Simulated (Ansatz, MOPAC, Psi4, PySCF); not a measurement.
System: AlS (charge 0, doublet). SMILES: [Al][S]
Coordinates optimised at B3LYP-D3(BJ)/def2-TZVP (Ansatz, a quantum-chemistry and plane-wave program):
```xyz
2

Al     0.0000     0.0000    -1.1286
S      0.0000     0.0000     0.9170
```
Charge 0, spin multiplicity 2.

Property: vertical electron affinity to the singlet, in eV. Terms: 6-31G* and kin with 6d, 5d where marked; non-relativistic; each state is the SCF solution reached for its charge and spin; no spin-orbit coupling; valence correlation only; UHF or UKS for open shells; 6-311+G** with 5d, 6d on Na to Ar in Ansatz. Basis-set limits of correlation are two-point, X^-3; Hartree-Fock from the larger set. First-principles rows: single points at B3LYP-D3(BJ) geometries (Ansatz). Semi-empirical rows: differences of heats of formation at the shared geometry for vertical values.

Coupled cluster (Ansatz) is a level with limits of its own, used here on species with T1 under 0.025 (0.045 for open shells) and stable references: CCSD(T)/CBS(aug-cc-pV(T+d)Z,aug-cc-pV(Q+d)Z).

Value to compare with, CCSD(T)/CBS(aug-cc-pV(T+d)Z,aug-cc-pV(Q+d)Z) (Ansatz): 2.70 eV.

| level | program | vertical electron affinity to the singlet (eV) | difference |
|---|---|---|---|
| AM1 | MOPAC | 3.08 | 0.38 |
| MNDO | MOPAC | 2.66 | -0.04 |
| HF/6-31G* | Ansatz | 1.75 | -0.95 |
| HF/6-311+G** | Ansatz | 1.91 | -0.79 |
| PBE/6-311+G** | Ansatz | 2.53 | -0.17 |
| B3LYP/STO-3G | Ansatz | -4.18 | -6.88 |
| B3LYP/3-21G | Ansatz | 2.44 | -0.26 |
| B3LYP/6-31G* | Ansatz | 2.43 | -0.27 |
| B3LYP/6-311+G** | Ansatz | 2.64 | -0.06 |
| M06-2X/6-31G* (5d) | PySCF | 2.42 | -0.28 |
| wB97X-D/6-31G* | Psi4 | 2.54 | -0.16 |
| MP2/6-31G* | Ansatz | 2.08 | -0.62 |
| MP2/6-311+G** | Ansatz | 2.30 | -0.40 |
| PBE0/def2-TZVPD | Ansatz | 2.54 | -0.16 |

Among the 13 habitual levels, B3LYP/STO-3G lies farthest from CCSD(T)/CBS(aug-cc-pV(T+d)Z,aug-cc-pV(Q+d)Z) (Ansatz) (-6.88 eV); 1 of 13 lie above it, and their mean absolute difference is 0.87 eV, the median 0.28. One case shows no general order.

The levels are drawn from those run, B3LYP/6-31G* more often than the rest, none by its result; left out are runs that failed, that the program found above a lower state of the same kind, or whose <S^2> lies over 0.5 above the pure value.
